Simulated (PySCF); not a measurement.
BBr3, singlet: data card

Method: PBE/[B def2-TZVP, Br def2-TZVP], no relativity, density fitting, PySCF.

The structure is a minimum.

| Property | Result |
| --- | --- |
| Point group | D3h |
| Bond lengths | B–Br 1.910 Å (×3) |
| Bond angles | Br–B–Br 120.0° (×3) |
| Highest occupied level | -7.03 eV |
| Enthalpy at 298.15 K above 0 K | 15.81 kJ/mol |
| Heat capacity Cp at 298.15 K | 68.3 J/(mol K) |
| Principal quadrupole moments (Buckingham, traceless) about the centre of mass | -0.54, 0.27, 0.27 D Å |
| Dipole moment | 0.00 D |
| Rotational constants | 0.03905, 0.03905, 0.01953 cm⁻¹ |
| Principal polarisabilities | 51.0, 87.1, 87.1 bohr³ |
| Atomisation energy without zero-point energy | 1208 kJ/mol |
| Zero-point energy | 15.2 kJ/mol |
| Rotational symmetry number | 6 |
| Lowest empty level | -2.97 eV |
| Entropy at 298.15 K and 1 bar | 325.2 J/(mol K) |

Harmonic modes (masses in u: B 11.009, Br 78.918):
| symmetry | ω (cm⁻¹) | IR (km/mol, summed over degenerate members) | μ (u) |
| --- | --- | --- | --- |
| e' | 147 | 0.1 | 67.28 |
| a1' | 275 | 0.0 | 78.92 |
| a2'' | 373 | 0.0 | 11.45 |
| e' | 797 | 533 | 11.74 |

In D3h the vibrations span 2e' + a1' + a2''. The a1' mode carries no infrared intensity, as symmetry demands.

Charges (e):
```csv
atom,Mulliken,Löwdin,polar tensor,Mayer order to B1
B1,0.02,-1.69,1.12,–
"Br2,3,4",-0.01,0.56,-0.37,1.36
```

Mulliken populations on B1: s 2.90, p 1.78, d 0.27, f 0.02.

Counting electrons, boron keeps none of its valence electrons outside its bonds, so the VSEPR class is AX3 and the expected shape is trigonal planar (D3h), as computed.

The final relaxation and frequency run took 37 s on 4 threads of a shared Arm Neoverse V1 host, with 175 basis functions and 7 gradients; the process peaked at 1.5 GiB. Launch command: `OMP_NUM_THREADS=4 python axn.py task.json out`.
